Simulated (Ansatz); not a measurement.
`N[SiH]([SiH3])[SiH3]` + CH₃OH → `CO[SiH](N)[SiH3]` + SiH₄  (cleavage of the Si–Si bond)

Calculated with Ansatz (gas phase, PBE0-D4/def2-TZVP geometries, no zero-point term in ΔE). CCSD(T)/CBS adds triple-zeta CCSD(T) − MP2 to the extrapolated MP2 energy (def2 sets, frozen cores). This one scheme is used for every species. Functionals use def2-TZVPP. B3LYP here is the variant with VWN-RPA as its local correlation; programs differ in this. Each species was taken in one conformer, which may not be the lowest.

`N[SiH]([SiH3])[SiH3]`:

Z-matrix (Å, degrees):
```
Si
Si 1 2.340
Si 1 2.340 2 110.2
N 1 1.729 2 108.5 3 118.6
H 1 1.500 2 107.2 3 -116.3
H 2 1.489 1 109.8 3 67.8
H 2 1.488 1 111.0 3 -52.4
H 2 1.491 1 110.8 3 -172.6
H 3 1.488 1 111.0 2 52.3
H 3 1.489 1 109.8 2 -67.9
H 3 1.491 1 110.8 2 172.5
H 4 1.008 1 119.6 2 48.9
H 4 1.008 1 119.7 2 -168.8
```

CH₃OH:

Cartesian coordinates in Å:
```
C -0.293 0.103 -0.174
O 0.463 -0.463 0.872
H -1.343 0.016 0.107
H -0.150 -0.424 -1.126
H -0.068 1.166 -0.324
H 1.392 -0.399 0.645
```

`CO[SiH](N)[SiH3]`:

Cartesian coordinates in Å:
```
C 1.326 0.878 1.331
O 0.625 1.427 0.244
Si -0.554 0.609 -0.571
N -1.961 0.215 0.317
Si 0.268 -1.442 -1.373
H 2.094 1.589 1.642
H 0.664 0.689 2.184
H 1.821 -0.064 1.062
H -0.934 1.562 -1.641
H -2.040 -0.629 0.857
H -2.639 0.906 0.593
H -0.511 -1.884 -2.561
H 1.704 -1.358 -1.756
H 0.137 -2.499 -0.327
```

SiH₄:

Cartesian coordinates in Å:
```
Si 0.000 0.000 0.000
H 0.905 -0.340 1.127
H -1.259 0.578 0.534
H -0.309 -1.228 -0.775
H 0.663 0.990 -0.885
```

(1) Is it downhill or uphill in electronic energy at CCSD(T)/CBS, and by how much? (Estimate.)

(2) What do these levels give: PBE-D4, r2SCAN-D4, B3LYP-D4, ωB97X-V, B2PLYP, PBE, r2SCAN, PBE0, MP2/def2-QZVPP, HF/CBS(def2), MP2/CBS(def2), CCSD/CBS(def2)? (An estimate is asked.)

Largest T1 diagnostic among the species: 0.013.

Answers

(1) Ansatz gave: Downhill: ΔE = -106.5 kJ/mol.

(2) The calculation gave: PBE-D4 -86.5, r2SCAN-D4 -103.5, B3LYP-D4 -108.2, ωB97X-V -106.8, B2PLYP -112.1, PBE -85.8, r2SCAN -103.2, PBE0 -90.1, MP2/def2-QZVPP -113.9, HF/CBS(def2) -125.5, MP2/CBS(def2) -112.6, CCSD/CBS(def2) -107.9 kJ/mol.

In def2-TZVPP, CCSD(T) changes the Hartree–Fock value by +15.5 kJ/mol (the triples alone add +1.4 kJ/mol) and MP2 by +9.4 kJ/mol. From PBE to PBE0 (25 % exact exchange), in def2-TZVPP and without D4, ΔE moves by −4.3 kJ/mol.
